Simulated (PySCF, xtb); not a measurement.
C3H7NOSi, SMILES C#CCN[SiH2]O.

GFN2-xTB (xtb) at its own geometry gives an orbital gap of 5.47 eV and a dipole moment of 1.18 D.

Coordinates come from a PBE0-D3(BJ)/def2-SVP optimisation. This is a generated structure with no PubChem entry under its InChIKey; it may be hypothetical. The values are those of a single conformer.

What does CAM-B3LYP/def2-TZVP (PySCF) give? (Estimate from the structure and the level; the computed values follow.)

gap 10.17 eV (levels -8.84 and 1.33 eV), dipole 1.98 D.
